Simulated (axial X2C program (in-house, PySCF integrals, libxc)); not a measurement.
Low determinants of SnSe⁻ at the PBE0 level, 2c

All values were computed with an axial X2C code built on PySCF integrals. Two-component (2c) means X2C with spin–orbit coupling and atomic mean-field two-electron Coulomb and Gaunt terms. Basis: Sn dyall-acv3z [12s13p10d5f1g], Se dyall-acv3z [9s10p7d5f1g] (cores contracted in-house); Gaussian nuclei, density fitting, unrestricted open shells. Masses: Sn 119.902 u, Se 79.917 u.

Search at 2.439 Å (vertical energies from the lowest determinant):

| ΔE (eV) | state | electrons beyond evenly filled partner blocks | electrons in ±ω = 1/2, 3/2, 5/2, 7/2 |
| --- | --- | --- | --- |
| 0.00 | Ω = 1/2 | ω = 1/2 | 55 24 6 0 |
| 0.22 | Ω = 3/2 | ω = 3/2 | 54 25 6 0 |
| 2.06 | Ω = 5/2 | ω = -1/2, 2 × ω = 3/2 | 55 24 6 0 |
| 2.26 | Ω = 1/2 | 2 × ω = -1/2, ω = 3/2 | 54 25 6 0 |
| 2.51 | Ω = 3/2 | ω = 3/2 | 56 23 6 0 |
| 2.73 | Ω = 7/2 | ω = 1/2, 2 × ω = 3/2 | 55 24 6 0 |
| 2.92 | Ω = 5/2 | 2 × ω = 1/2, ω = 3/2 | 54 25 6 0 |

Lowest determinant, Ω = 1/2 (⟨Sz⟩ = -0.50, ⟨Lz⟩ = 1.00 at PBE0): Re = 2.434 Å, ωe = 275.3 cm⁻¹.

The determinant in row 2 of the search, Ω = 3/2 (⟨Sz⟩ = 0.50, ⟨Lz⟩ = 1.00 at PBE0), was followed along the bond at PBE0; measured from the minimum of the lowest determinant it gives:

Te = 0.222 eV (1793 cm⁻¹), Re = 2.429 Å, ωe = 276.5 cm⁻¹.

Question: Compare the bond of the determinant in row 2 with that of the lowest one.

Answer: At PBE0 its Re is 0.005 Å shorter and its force constant, which goes as ωe², is 1.01 times that of the lowest determinant. T0 ≈ Te + Δωe/2 = 1793 + (1) = 1794 cm⁻¹.

The search compares states at one distance, so a state with another bond length can lie lower; it is not exhaustive and yields mostly the lowest determinant of each block pattern, so other components and higher states of one pattern are missing. These are energies of single determinants, not of spin-adapted states; PBE0 term energies can be off by some tenths of an eV, and the functional has no current term. For an anion, determinants above electron detachment are held by the basis set. The highest occupied level of some functionals is positive through self-interaction error; at Hartree–Fock it is bound. Row 1 has a positive highest level at its minimum. Row 2 has a positive highest level at its minimum.
